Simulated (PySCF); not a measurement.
## Kr²⁺ (krypton, charge +2) across methods

[Ar] 3d10 4s2 4p3 5s1, high-spin 5S determinant (an excited configuration). Calculation: PySCF 2.14, in x2c-TZVPPall with one added diffuse shell each of s, p, d type (7s6p5d1f, 57 functions); the spin-free X2C one-electron Hamiltonian (Gaussian nucleus). The B2PLYP total includes its PT2 part (frozen core); its orbital energies are those of the SCF part.

```
 method  E (hartree)  mean ε 4s β (eV)  mean ε 4p α (eV)  mean ε 5s α (eV)  Σ⟨r²⟩ (bohr²)   ⟨S²⟩
 B2PLYP    -2787.531           -51.545           -40.281           -16.254          35.81  6.000
wB97X-V    -2787.723           -53.060           -41.047           -17.399          35.68  6.000
 revPBE    -2787.791           -48.555           -36.854           -15.156          35.53  6.000
    PBE    -2787.602           -48.750           -36.864           -15.221          35.50  6.000
 r2SCAN    -2787.924           -48.971           -37.661           -15.197          35.82  6.000
    LDA    -2784.069           -49.284           -36.914           -15.465          35.43  6.000
    UHF  -2786.21458           -52.825           -43.380           -17.200          36.17  6.000
   PBE0    -2787.661           -50.177           -38.723           -15.812          35.61  6.000
  B3LYP    -2787.990           -50.353           -38.166           -15.705          35.58  6.000
```

The outer electron is Rydberg-like, and this basis confines it to a smaller radius and binds it less than a complete one would.
